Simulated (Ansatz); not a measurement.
`C1=C[Se]1`. Charge 0, multiplicity 1. The geometry is a stationary point of PBE0-D4/def2-TZVP.

```xyz
5

C     0.635   -0.105    0.131
C    -0.636   -0.122    0.111
Se    0.005    1.168   -1.249
H     1.573   -0.450    0.528
H    -1.577   -0.491    0.478
```

(1) What is the dipole moment at B3LYP/def2-TZVPP? (An estimate is asked.)

(2) And with PBE, r2SCAN, ωB97M-V? (Best estimate.)

(3) Give the Mulliken charges with B3LYP, ωB97M-V, r2SCAN in def2-TZVPP. (Best estimate.)

## Answers

(1) The calculation gave: 2.16 D, with components (-0.01, -1.48, 1.58) D in this frame, pointing from negative to positive charge.

(2) The calculation gave: PBE 2.12 D, r2SCAN 2.30 D, ωB97M-V 2.19 D.

(3) Ansatz gave: 
```json
{"atom": "C1", "B3LYP": "-0.15", "ωB97M-V": "-0.15", "r2SCAN": "-0.11"}
{"atom": "C2", "B3LYP": "-0.15", "ωB97M-V": "-0.15", "r2SCAN": "-0.11"}
{"atom": "Se3", "B3LYP": "-0.09", "ωB97M-V": "-0.08", "r2SCAN": "-0.11"}
{"atom": "H4", "B3LYP": "0.19", "ωB97M-V": "0.18", "r2SCAN": "0.16"}
{"atom": "H5", "B3LYP": "0.19", "ωB97M-V": "0.18", "r2SCAN": "0.16"}
```

B3LYP here is the variant with VWN-RPA as its local correlation; programs differ in this.
